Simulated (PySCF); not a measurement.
Polarisability and C₆ of Cr⁺ (chromium, charge +1)

[Ar] 3d5, high-spin 6S determinant. Calculation: PySCF 2.14, in aug-cc-pVQZ-DK (9s8p6d4f3g2h, 140 functions); the spin-free X2C one-electron Hamiltonian (Gaussian nucleus). Coupled (time-dependent) response in atomic units; α is the mean over directions.

```tsv
method	mean α (bohr³)	C₆ (like pair)	S(−4)
PBE	14.80	55.96	297.3
```

S(−4) is the Cauchy moment in α(ω) = α(0) + S(−4) ω² + …

α(iu) at PBE:

| u (hartree) | α(iu) (bohr³) |
| --- | --- |
| 0 | 14.80 |
| 0.0500 | 14.11 |
| 0.100 | 12.52 |
| 0.200 | 9.371 |
| 0.300 | 7.316 |
| 0.500 | 5.074 |
| 0.750 | 3.636 |
| 1.00 | 2.796 |
| 1.50 | 1.841 |
| 2.00 | 1.314 |
| 3.00 | 0.7703 |
| 5.00 | 0.3603 |

A single London oscillator, α(iu) = α/(1 + u²/ω²), gives C₆ = (3/4) ω α². Matching the computed C₆ needs ω = 4 × 55.96 / (3 × 14.80²) = 0.341 hartree.

For an ion, C₆ is the dispersion term alone; charge-induced terms of lower order in 1/R come first.
